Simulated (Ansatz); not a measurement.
SiEt2F2 (C₄H₁₀F₂Si) was relaxed with PBE0-D4 (def2-SVP) in Ansatz in these states: charge +1 doublet, neutral singlet. The geometries follow in no particular order.

A:

```xyz
17

Si    0.170   -0.291   -0.381
C     0.256   -0.664    1.521
C     0.868   -2.038    1.612
H    -0.785   -0.588    1.873
H     0.871    0.154    1.929
H     0.933   -2.252    2.704
H     0.247   -2.831    1.172
H     1.894   -2.095    1.220
C    -0.674    1.451   -0.509
C    -0.727    1.741   -1.987
H    -0.026    2.119    0.080
H    -1.653    1.320   -0.019
H    -1.215    2.740   -2.067
H     0.263    1.835   -2.456
H    -1.354    1.039   -2.555
F    -0.703   -1.390   -1.131
F     1.634   -0.251   -1.006
```

B:

```xyz
17

Si    0.2748    0.0154   -0.2371
C     0.3867   -0.9844    1.3231
C     1.6477   -1.8415    1.4262
H    -0.5198   -1.6129    1.3832
H     0.3186   -0.2834    2.1740
H     1.6721   -2.4164    2.3643
H     1.7111   -2.5573    0.5927
H     2.5553   -1.2196    1.3925
C    -1.2773    1.0060   -0.4734
C    -1.3108    1.8131   -1.7706
H    -1.3884    1.6686    0.4034
H    -2.1300    0.3054   -0.4258
H    -2.2474    2.3823   -1.8704
H    -0.4773    2.5305   -1.8142
H    -1.2232    1.1566   -2.6497
F     0.4554   -0.9824   -1.5095
F     1.5525    1.0198   -0.3087
```

Task: Judge from the bond lengths which geometry belongs to which state (an estimate).

Result: A is the charge +1 doublet (Si1–C9 1.940 Å, Si1–C2 1.940 Å, Si1–F16 1.592 Å); B is the neutral singlet (Si1–C9 1.856 Å, Si1–C2 1.856 Å, Si1–F16 1.627 Å).
